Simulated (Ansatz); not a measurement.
Compare A (`N=C(O)C[SiH2]Cl`) with its isomer B (`CC(=O)N[SiH2]Cl`).

Gas-phase electronic energies from Ansatz, PBE0-D4/def2-TZVP geometries. CCSD(T)/CBS adds triple-zeta CCSD(T) − MP2 to the extrapolated MP2 energy (def2 sets, frozen cores). Functionals use def2-TZVPP. B3LYP here is the variant with VWN-RPA as its local correlation; programs differ in this. Each species was taken in one conformer, which may not be the lowest.

(1) Which is lower in electronic energy at CCSD(T)/CBS, and by how much? (Estimate.)

(2) Give E(B) − E(A) in kJ/mol with CCSD/def2-TZVPP, r2SCAN-D4, PBE-D4, PBE0-D4, B3LYP, ωB97M-V, MP2/def2-TZVPP. (Best estimate.)

Largest T1 diagnostic: 0.013.

Results:

(1) Computed: B, by 107.9 kJ/mol.

(2) The calculation gave: CCSD/def2-TZVPP -107.6, r2SCAN-D4 -111.8, PBE-D4 -105.5, PBE0-D4 -107.7, B3LYP -111.7, ωB97M-V -109.9, MP2/def2-TZVPP -110.2. None reverses the order clearly.

In def2-TZVPP, CCSD(T) changes the Hartree–Fock value by +13.5 kJ/mol (the triples alone add +1.0 kJ/mol) and MP2 by +10.0 kJ/mol.
